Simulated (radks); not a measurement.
Ho12+, 55 electrons, occupied as [Kr] 4d10 4f7 5s2. Calculated with a radial shooting solver on a logarithmic mesh with Libxc functionals: Dirac Kohn-Sham, exchange-only PBE, spin-unpolarised, spherical densities, finite nucleus; open shells fill j = l - 1/2 first; Fermi nuclear charge, rms radius 5.2022 fm.

Spin-orbit splittings of the eigenvalues, e(l+1/2) - e(l-1/2), with zeta = 2 splitting/(2l+1) and mean radii in bohr:

shell  occ.  splitting (eV)  zeta (eV)  <r> j=l-1/2  <r> j=l+1/2
2p        6           857.0      571.4      0.07290      0.08007
3p        6           179.1      119.4       0.2191       0.2326
3d       10           39.12      15.65       0.2053       0.2095
4p        6               ?          ?       0.5225       0.5516
4d       10           7.712      3.085       0.5735       0.5830
4f        7           1.366     0.3903       0.6430       0.6480
5p        0           9.435      6.290        1.153        1.204

Estimate the 4p splitting.

Answer. 41.27 eV (zeta = 27.51 eV).
